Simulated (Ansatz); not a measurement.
A nudged elastic band was laid between two geometries of BrH + H4OSn (8 atoms, charge 0, multiplicity 1).

Level of theory: RKS PBE0/def2-SVP (Ansatz).

```
movable images  : 7
climbing image  : yes
spring          : 5.0 eV/Å²
optimiser       : quadratic models (default)
start path      : through a guess of the saddle point
force threshold : 0.03 eV/Å
iteration limit : 60
end points      : relaxed
```

Image 0:

```xyz
8
Properties=species:S:1:pos:R:3
Sn -0.157 0.175 -0.160
O 0.115 -0.177 1.819
H -0.701 -0.215 2.334
H 1.439 0.352 -0.714
H -1.075 1.618 -0.233
H -0.999 -1.161 -0.809
Br 1.736 -2.771 1.994
H 0.969 -1.494 2.041
```

Image 8:

```xyz
8
Properties=species:S:1:pos:R:3
Sn 0.426 -0.151 -0.349
O -0.675 -0.381 2.446
H -1.187 -1.197 2.475
H 1.192 -0.115 -1.886
H 0.379 1.402 0.342
H -1.053 -0.989 -0.457
Br 2.032 -1.571 0.999
H 0.212 -0.671 2.701
```

**Question.** What changes between the two ends?

**Answer.** Bonds broken: Sn1–O2, Br7–H8. Bonds formed: Sn1–Br7, O2–H8. BrH + H4OSn becomes BrH3Sn + H2O.

**Question.** What energy profile does the band end with?

**Answer.** It converged. The highest image is number 2 of 0 to 8, 0.031 eV above the first end and 0.884 eV above the last; the last end lies 0.853 eV below the first. A vibrational analysis at the climbing image gives one clearly imaginary mode, 196i cm⁻¹: a first-order saddle point. The orbitals stay closed-shell, which can raise the energy where a bond breaks towards radicals; this wasn't checked here.

```csv
image,path coordinate (Å),energy (eV),Sn1–O2 (Å),Br7–H8 (Å),Sn1–Br7 (Å)
0,0.00,0.000,2.03,1.49,4.11
1,0.38,0.006,2.04,1.51,3.82
2,0.77,0.031,2.08,1.64,3.52
3,1.87,-0.305,2.37,2.16,2.75
4,2.98,-0.648,2.95,2.42,2.56
5,4.08,-0.720,3.77,2.70,2.52
6,5.19,-0.716,3.71,2.64,2.52
7,6.30,-0.782,3.39,2.61,2.53
8,7.40,-0.853,3.01,2.65,2.53
```

**Question.** What is the geometry of the highest image?

**Answer.** 
```xyz
8
Properties=species:S:1:pos:R:3
Sn -0.055 0.051 -0.124
O 0.128 -0.136 1.938
H -0.699 -0.205 2.436
H 1.544 0.287 -0.626
H -1.009 1.473 -0.197
H -0.892 -1.312 -0.697
Br 1.543 -2.602 1.549
H 0.766 -1.227 1.992
```

**Question.** What are the harmonic wavenumbers there?

**Answer.** 196i, 131, 138, 331, 451, 467, 510, 651, 691, 711, 743, 869, 1028, 1292, 1948, 1995, 2025, 3857 cm⁻¹.

Run time: 9.6 min on 2 threads of Arm Neoverse V1, on a shared host, peak memory 0.23 GiB.
